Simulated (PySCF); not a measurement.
Vertical excitations of a molecule C5H4O from PySCF 2.14.0 with TDA-B3LYP/def2-SVPD, as energy in eV (oscillator strength): 2.76 (0.000), 3.11 (0.009), 6.06 (0.112), 6.35 (0.001), 6.71 (0.000), 7.13 (0.000), 7.21 (0.003), 7.25 (0.000), 7.30 (0.000), 7.34 (0.038). Lowest triplet (TDA): 1.88 eV. Geometry optimised at PBE0-D3(BJ)/def2-SVP. The values are those of a single conformer.

Problem. Identify the compound among the candidates.
A. O=C1C=CC=C1
B. C#CC1=CCO1
C. C#CC1=COC1
D. C#C[C@@H]1C=CO1

Solution. A, O=C1C=CC=C1
